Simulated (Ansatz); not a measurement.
The cluster Sn4Cl4. Total charge 0; singlet. Geometry PBE0-D4/def2-SVP.

```csv
atom,x (Å),y (Å),z (Å)
Sn1,-1.254,1.727,0.973
Sn2,1.268,0.344,1.050
Sn3,-1.289,-0.351,-1.017
Sn4,1.235,-1.710,-0.953
Cl5,1.368,-4.020,-0.363
Cl6,-1.325,4.017,0.297
Cl7,3.078,0.843,2.493
Cl8,-3.082,-0.850,-2.480
```

In the def2 sets Sn takes a core potential; there is no spin–orbit coupling. The restricted singlet is unstable towards broken spin symmetry in Hartree–Fock (as tested in another run); at PBE-D4/def2-TZVP, BLYP-D4/def2-TZVP, r2SCAN-D4/def2-TZVP, PBE0-D4/def2-TZVP this wasn't settled. Another isomer (singlet) lies 1.15 eV lower at PBE0-D4/def2-TZVP; other spin states weren't run for this one.

Question: Estimate the orbital energies around the gap (eV) in Ansatz with PBE-D4/def2-TZVP, BLYP-D4/def2-TZVP, r2SCAN-D4/def2-TZVP, PBE0-D4/def2-TZVP.

Answer: 
```json
{"orbital": "HOMO−9", "PBE-D4/def2-TZVP": "-8.26", "BLYP-D4/def2-TZVP": "-8.05", "r2SCAN-D4/def2-TZVP": "-8.66", "PBE0-D4/def2-TZVP": "-9.64"}
{"orbital": "HOMO−8", "PBE-D4/def2-TZVP": "-8.22", "BLYP-D4/def2-TZVP": "-8.01", "r2SCAN-D4/def2-TZVP": "-8.62", "PBE0-D4/def2-TZVP": "-9.54"}
{"orbital": "HOMO−7", "PBE-D4/def2-TZVP": "-8.04", "BLYP-D4/def2-TZVP": "-7.83", "r2SCAN-D4/def2-TZVP": "-8.42", "PBE0-D4/def2-TZVP": "-9.43"}
{"orbital": "HOMO−6", "PBE-D4/def2-TZVP": "-7.95", "BLYP-D4/def2-TZVP": "-7.75", "r2SCAN-D4/def2-TZVP": "-8.32", "PBE0-D4/def2-TZVP": "-9.34"}
{"orbital": "HOMO−5", "PBE-D4/def2-TZVP": "-7.94", "BLYP-D4/def2-TZVP": "-7.74", "r2SCAN-D4/def2-TZVP": "-8.31", "PBE0-D4/def2-TZVP": "-9.33"}
{"orbital": "HOMO−4", "PBE-D4/def2-TZVP": "-7.92", "BLYP-D4/def2-TZVP": "-7.71", "r2SCAN-D4/def2-TZVP": "-8.30", "PBE0-D4/def2-TZVP": "-9.32"}
{"orbital": "HOMO−3", "PBE-D4/def2-TZVP": "-7.76", "BLYP-D4/def2-TZVP": "-7.57", "r2SCAN-D4/def2-TZVP": "-8.11", "PBE0-D4/def2-TZVP": "-9.03"}
{"orbital": "HOMO−2", "PBE-D4/def2-TZVP": "-6.99", "BLYP-D4/def2-TZVP": "-6.85", "r2SCAN-D4/def2-TZVP": "-7.22", "PBE0-D4/def2-TZVP": "-7.79"}
{"orbital": "HOMO−1", "PBE-D4/def2-TZVP": "-6.07", "BLYP-D4/def2-TZVP": "-5.86", "r2SCAN-D4/def2-TZVP": "-6.34", "PBE0-D4/def2-TZVP": "-6.94"}
{"orbital": "HOMO", "PBE-D4/def2-TZVP": "-5.73", "BLYP-D4/def2-TZVP": "-5.54", "r2SCAN-D4/def2-TZVP": "-5.97", "PBE0-D4/def2-TZVP": "-6.48"}
{"orbital": "LUMO", "PBE-D4/def2-TZVP": "-4.40", "BLYP-D4/def2-TZVP": "-4.25", "r2SCAN-D4/def2-TZVP": "-4.44", "PBE0-D4/def2-TZVP": "-3.94"}
{"orbital": "LUMO+1", "PBE-D4/def2-TZVP": "-3.91", "BLYP-D4/def2-TZVP": "-3.78", "r2SCAN-D4/def2-TZVP": "-3.98", "PBE0-D4/def2-TZVP": "-3.41"}
{"orbital": "LUMO+2", "PBE-D4/def2-TZVP": "-3.83", "BLYP-D4/def2-TZVP": "-3.68", "r2SCAN-D4/def2-TZVP": "-3.78", "PBE0-D4/def2-TZVP": "-3.25"}
{"orbital": "LUMO+3", "PBE-D4/def2-TZVP": "-3.10", "BLYP-D4/def2-TZVP": "-2.97", "r2SCAN-D4/def2-TZVP": "-3.06", "PBE0-D4/def2-TZVP": "-2.55"}
{"orbital": "LUMO+4", "PBE-D4/def2-TZVP": "-2.75", "BLYP-D4/def2-TZVP": "-2.56", "r2SCAN-D4/def2-TZVP": "-2.62", "PBE0-D4/def2-TZVP": "-2.14"}
{"orbital": "LUMO+5", "PBE-D4/def2-TZVP": "-1.40", "BLYP-D4/def2-TZVP": "-1.28", "r2SCAN-D4/def2-TZVP": "-1.16", "PBE0-D4/def2-TZVP": "-0.71"}
```
